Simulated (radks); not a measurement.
Numerical settings for the silicon ion Si+, [Ne] 3s2 3p1. Method: scalar-relativistic Kohn-Sham, PBE, spin-polarised, spherical densities, finite nucleus; open shells are filled with parallel spins first; Fermi nuclear charge, rms radius 3.1224 fm; computed with a radial shooting solver on a logarithmic mesh with Libxc functionals. The defaults (mesh step 0.008 in ln r, mesh end at 40 bohr or more with all orbitals vanishing there, Anderson mixing 0.5 over 9 steps, residual threshold near 1e-9 with the energy settled to 1e-9 hartree or 1e-11 of itself, here a cap of 82 iterations) give E = -289.5622 hartree and 3p at -12.115 eV in 17 iterations. Run on one thread of a shared host, so times are rough (Intel(R) Xeon(R) Platinum 8559C): 0.11 s of CPU time, 0.11 s wall, 17 iterations on 2189 mesh points. Changes against that run (0 stands for a change within the tolerance of the run):

[
 {"setting": "mesh step in ln r 0.005", "iterations": "22", "converged": "yes", "E (mhartree)": "0", "e(3p) (meV)": "0", "CPU (s)": "0.22"},
 {"setting": "mesh step in ln r 0.03", "iterations": "14", "converged": "yes", "E (mhartree)": "0", "e(3p) (meV)": "0", "CPU (s)": "0.03"},
 {"setting": "mesh step in ln r 0.12", "iterations": "82", "converged": "no", "E (mhartree)": "-1.51e+06", "e(3p) (meV)": "-", "CPU (s)": "0.23"},
 {"setting": "mesh end (bohr) 400", "iterations": "19", "converged": "yes", "E (mhartree)": "0", "e(3p) (meV)": "0", "CPU (s)": "0.13"},
 {"setting": "mesh end (bohr) 20", "iterations": "19", "converged": "yes", "E (mhartree)": "0", "e(3p) (meV)": "0", "CPU (s)": "0.12"},
 {"setting": "residual threshold 0.1", "iterations": "9", "converged": "yes", "E (mhartree)": "0", "e(3p) (meV)": "+0.156", "CPU (s)": "0.07"},
 {"setting": "residual threshold 0.001", "iterations": "9", "converged": "yes", "E (mhartree)": "0", "e(3p) (meV)": "+0.156", "CPU (s)": "0.08"},
 {"setting": "mixing 2.5", "iterations": "73", "converged": "yes", "E (mhartree)": "0", "e(3p) (meV)": "0", "CPU (s)": "0.35"},
 {"setting": "linear mixing, mixing 1", "iterations": "40", "converged": "no", "E (mhartree)": "diverged", "e(3p) (meV)": "-", "CPU (s)": "0.31"},
 {"setting": "linear mixing, mixing 0.05", "iterations": "82", "converged": "no", "E (mhartree)": "+0.0307", "e(3p) (meV)": "-46.3", "CPU (s)": "0.48"},
 {"setting": "mixing history 2", "iterations": "36", "converged": "yes", "E (mhartree)": "0", "e(3p) (meV)": "0", "CPU (s)": "0.18"},
 {"setting": "iteration cap 2", "iterations": "2", "converged": "no", "E (mhartree)": "+187", "e(3p) (meV)": "-6.86e+03", "CPU (s)": "0.02"}
]

No run marked as converged misses the energy by more than 1 mhartree. A mesh that ends early acts as a hard wall.
